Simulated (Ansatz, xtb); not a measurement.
## C4H11NSi: 3 structures ranked

3 gas-phase structures of C4H11NSi, from a drawn sample of its isomers (lower ones may exist). Each was relaxed with GFN2-xTB; where two conformers were screened, the lower at r2SCAN-D4/def2-SVP is listed:

A. `N[C@H]1C[C@@H]([SiH3])C1`, a singlet
B. `N[C@@H]1CC[C@H]1[SiH3]`, a singlet
C. `NC1([SiH3])CCC1`, a singlet

Q: Which do you expect lowest at r2SCAN-D4/def2-SVP, and how would the others follow?

A: Calculated order at r2SCAN-D4/def2-SVP: B (0.0), A (2.9), C (12.0) kJ/mol. Less than 1 kcal/mol parts B and A, so the order within that pair means little.

Energies above the lowest of each column, in kJ/mol; the last columns are at PBE-D3(BJ)/def2-SVP geometries:

```tsv
structure	GFN2-xTB	HF/STO-3G	r2SCAN-D4/def2-SVP	PBE-D3(BJ)/def2-SVP	CCSD(T)/def2-SVP + ΔMP2/def2-TZVPP
B	0.0	0.0	0.0	0.0	0.0
A	2.4	0.1	2.9	2.5	1.1
C	7.0	19.2	12.0	10.3	13.0
```

Every level run on B puts it lowest or level with the lowest. Some further structures that were screened fall inside this span and aren't listed. Flexible structures stand in one conformer each, not always the lowest. ΔMP2 is the change of the MP2 energy from the smaller to the larger basis.

Programs: Ansatz 0.2.0, xtb 6.7.1.
